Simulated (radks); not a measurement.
Values are calculated unless marked as measured or tabulated.
Problem. All-electron atom: P2+ in [Ne] 3s2 3p1. Code: a radial shooting solver on a logarithmic mesh with Libxc functionals. Model: non-relativistic Kohn-Sham, PBE, spin-polarised, spherical densities, point nucleus; open shells are filled with parallel spins first. Some entries of the table are withheld. Estimate them.

orbital,occ.,eigenvalue (hartree),<1/r> (bohr^-1),r(max) (bohr)
1s up,1,-77.24774,14.56,0.06803
1s down,1,-77.24251,14.56,0.06803
2s up,1,-7.22529,2.809,0.4203
2s down,1,-7.21961,2.809,0.4204
2p up,3,-5.44427,2.709,(1)
2p down,3,-5.43664,2.709,(2)
3s up,1,-1.26691,0.7817,1.521
3s down,1,-1.21514,0.7843,1.512
3p up,1,(3),0.6829,1.677
3p down,0,(4),0.6804,1.673
3d up,0,-0.45943,0.4695,2.095
3d down,0,-0.41797,0.4572,2.161
4s up,0,-0.40497,0.3218,3.939

Solution. 
(1) 2p up r(max) (bohr): 0.3543
(2) 2p down r(max) (bohr): 0.3545
(3) 3p up eigenvalue (hartree): -0.91424
(4) 3p down eigenvalue (hartree): -0.86357
